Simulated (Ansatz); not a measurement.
Computed with Ansatz on PBE0-D4/def2-TZVP structures; ΔE is electronic, products minus reactants. CBS: MP2 limit from def2 TZ/QZ plus the TZ coupled-cluster correction, frozen cores. This one scheme is used for every species. DFT in def2-TZVPP. B3LYP here is the variant with VWN-RPA as its local correlation; programs differ in this. One conformer a species, not always the lowest.

Consider the ligand exchange at the Si–F bond: `N[SiH2]N[SiH](N)F` + HCl → `N[SiH2]N[SiH](N)Cl` + H–F.

| level | ΔE (kJ/mol) | difference from CCSD(T)/CBS |
| --- | --- | --- |
| PBE-D4 | 37.0 | -6.0 |
| PBE0-D4 | 37.2 | -5.8 |
| B3LYP-D4 | 46.5 | 3.5 |
| B2PLYP | 50.5 | 7.5 |
| r2SCAN | 47.4 | 4.4 |
| B3LYP | 53.8 | 10.8 |
| SCS-MP2/def2-TZVPP | 47.0 | 4.0 |
| MP2/def2-QZVPP | 39.1 | -3.9 |
| SCS-MP2/def2-QZVPP | 45.2 | 2.2 |
| MP2/CBS(def2) | 36.7 | -6.3 |
| CCSD(T)/CBS | 43.0 | 0 |

Largest T1 diagnostic among the species: 0.011.

The D4 term adds −7.4 kJ/mol with B3LYP and −4.1 kJ/mol with PBE0; it sums over pairs of atoms, weighted by their polarisabilities, and B3LYP, whose exchange is more repulsive, gets the larger term. In def2-TZVPP, CCSD(T) changes the Hartree–Fock value by −11.6 kJ/mol (the triples alone add −2.8 kJ/mol) and MP2 by −17.9 kJ/mol.
